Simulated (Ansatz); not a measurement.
Pulling on the Be1–I3 bond in BeBrI (SMILES [Br][Be][I]) (multiplicity 1 held, fragments rigid). Energies count from the point at 2.165 Å.
Geometry at that point (charge 0, multiplicity 1):
```tsv
atom	x (Å)	y (Å)	z (Å)
Be	0.0000	0.0000	-0.5033
Br	0.0000	0.0000	-2.4592
I	0.0000	0.0000	1.6620
```

U- levels take the lowest unrestricted solution at each point, which mixes spins at long bonds. Active spaces are followed from a long bond inwards. Levels need not reach the same state.

Frozen-core correlation. Filled d and f shells under p-block atoms count as core.

Programs: Ansatz (a first-principles code). Values without a source in brackets are computed. In def2 rows elements past Kr take small-core potentials, without spin–orbit coupling.

Task: Estimate the energy at R = 6.929 Å that FIC-MRCISD+Q on CASSCF(6,4)/def2-TZVPPD returns for this input.

Result: 93.0 kcal/mol

Task: What is the computed energy at R = 6.929 Å (U-B3LYP/def2-TZVPPD)?

Result: 94.6 kcal/mol

Doubts at one or more of the structures used: a spin-contaminated determinant (U-B3LYP/def2-TZVPPD); active orbitals that take no part (FIC-MRCISD+Q on CASSCF(6,4)/def2-TZVPPD).
